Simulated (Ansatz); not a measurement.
```yaml
crystal:
  periodic: [false, false, false]
  atoms:
    - {symbol: C, position_ang: [-0.968299, 0.631469, -0.337845]}
    - {symbol: C, position_ang: [-0.273073, -0.326287, 0.565060]}
    - {symbol: C, position_ang: [0.994536, -0.233067, 0.943821]}
    - {symbol: Zn, position_ang: [1.606481, -1.211244, -2.568046]}
    - {symbol: H, position_ang: [-1.320549, 0.127172, -1.244451]}
    - {symbol: H, position_ang: [-1.852299, 1.058596, 0.145672]}
    - {symbol: H, position_ang: [-0.310174, 1.449244, -0.637471]}
    - {symbol: H, position_ang: [-0.865077, -1.166686, 0.922659]}
    - {symbol: H, position_ang: [1.446931, -0.967842, 1.599526]}
    - {symbol: H, position_ang: [1.624524, 0.587545, 0.614077]}
basis:
  gaussian: {orbitals: "6-31G*"}
hamiltonian: {xc: {name: HF}}
correlation: {active_space: {window: {electrons: 3, orbitals: 2}}}
output: {forces: true}
```

```sh
$ ansatz run in.yaml --threads 4 --pin off --events-out ev --progress --plain --max-ram 10444MiB
```

Shortened log:

```
Functional definition: HF
953 factors; integrals over basis functions are off by at most 1.1e-3 eV
mean field evaluation 1: about -51551.6551 eV, gradient 2.4e1 eV
mean field evaluation 2: about -51551.7024 eV, gradient 2.4e1 eV
mean field evaluation 4: about -51553.3661 eV, gradient 2.2e0 eV
mean field evaluation 8: about -51553.3833 eV, gradient 2.8e-4 eV
mean field -51553.38329394 eV, -1894.5518919139 hartree, gradient 2.3e-6 eV, S^2 0.000000; 0 other end points of the search recorded, 0 dependent functions left out
reference -51553.38329394 eV, -1894.5518919139 hartree; 27, 27 occupied and 66, 66 virtual orbitals, 953 factors
Error: 3 electrons in 2 orbitals form no window around the highest filled level of the reference
```

**Question.** Something in this input is off. What?

**Answer.** The active space doesn't fit the electrons. The run stopped with an error.
